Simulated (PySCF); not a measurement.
# Static response to an electric field

Compound: C₆H₆B₂Cl₂.
Geometry (PBE0-D3(BJ)/def2-SVP, Å), atoms numbered from 1 in this order:
```xyz
16
C6H6B2Cl2 angstrom
Cl     5.6515   -1.1551    0.1257
B      5.3585    0.5257   -0.2893
Cl     6.7861    1.4991   -0.6076
C      3.9092    1.1159   -0.3687
C      3.8112    2.4570   -0.7115
C      2.6930    3.3173   -0.8790
C      1.3543    3.0493   -0.7326
B      0.6900    1.7251   -0.3424
C      1.4679    0.4449   -0.0632
C      2.8236    0.2231   -0.0835
H      4.7701    2.9530   -0.8904
H      2.9721    4.3392   -1.1651
H      0.7027    3.9112   -0.9252
H     -0.5192    1.6975   -0.2561
H      0.8857   -0.4485    0.1967
H      3.1510   -0.7945    0.1568
```

Level: CAM-B3LYP/def2-SVPD (PySCF), static field, nuclei fixed, core orbitals frozen in the response. The polarisability tensor in these axes (au):

```
x   175.64 -16.21  -1.30
y   -16.21 142.98 -16.95
z    -1.30 -16.95  78.55
```

Task: Give the principal values, the mean and the anisotropy Δα = √{½[(α1 − α2)² + (α2 − α3)² + (α1 − α3)²]}.

Result: Principal values 74.10, 140.47 and 182.60 au; mean 132.39 au = 19.62 Å³ = 21.83 × 10⁻⁴⁰ C²·m²/J; Δα = 94.75 au (72 % of the mean).

Task: What is the dipole moment, and where does it point?

Result: (0.07, 1.12, -0.31) D, 1.16 D in size, pointing from the negative to the positive side. Measured along this direction, the outermost atoms are Cl1 at the negative end and H12 at the positive end.

Task: What would n − 1 = 2πNα be for an ideal gas of these molecules at 273.15 K and 1 atm, electronic part alone?

Result: N = p/kT = 2.6868 × 10¹⁹ cm⁻³, so n − 1 = 2π × N × 19.62 × 10⁻²⁴ cm³ = 3312 × 10⁻⁶ at long wavelengths, for an ideal gas.

Task: In TDDFT the mean static polarisability is Σ f/ω² over all singlet excitations (ω in hartree). How much of it do the 10 lowest give? Their energies (eV) and oscillator strengths: 4.16, 0.2170; 4.59, 0.0264; 4.88, 0.0001; 5.03, 0.0005; 5.57, 0.0001; 5.60, 0.6465; 5.64, 0.0107; 5.78, 0.0017; 5.84, 0.0004; 6.14, 0.2143.

Result: They add up to 30.00 au, 22.7 % of the 132.39 au; the largest single term is 15.27 au, from the state at 5.60 eV. Terms in order: 9.28, 0.93, 0.00, 0.01, 0.00, 15.27, 0.25, 0.04, 0.01, 4.21 au. Higher excitations give the rest. The strengths listed sum to 1.118.

Task: Traceless (Buckingham) quadrupole moment about the centre of nuclear charge: eigenvalues?

Result: -10.56, -0.15, 10.70 D·Å. The values depend on the origin, since the dipole doesn't vanish. The electronic extent ⟨r²⟩ about the same centre is 2263 bohr², a root-mean-square distance of 2.71 Å for the 86 electrons.

Task: In a dilute gas of rigid molecules at 350 K, how does the orientational term μ²/3kT compare with the electronic polarisability?

Result: In Gaussian units μ²/3kT = 9.35 Å³ against 19.62 Å³, a ratio of 0.48; the Debye molar polarisation (4π/3)N_A(α + μ²/3kT) is 73.1 cm³/mol, leaving out the vibrational part.

Task: Find the Langevin capture rate constant for H3O+ (19.018 u) meeting this molecule (170.003 u), k = 2.342 × 10⁻⁹ cm³/s × √(α in Å³ / reduced mass in u).

Result: The reduced mass is 17.10 u, so k = 2.51 × 10⁻⁹ cm³/s. The formula leaves out the permanent dipole, which adds to the capture rate.

Isolated species at its PBE0-D3(BJ)/def2-SVP geometry, gas phase.
